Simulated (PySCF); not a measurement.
A structure optimised at PBE-D3(BJ)/def2-TZVPD, used in a PySCF frequency run:

```
F
Cs 1 2.4025
```

Task: Write its SMILES, formula and point group.

Result: [F][Cs], CsF, C∞v

Task: What are its rotational constants (standard atomic weights)?

Result: 5.2673 GHz (linear rotor, B only)
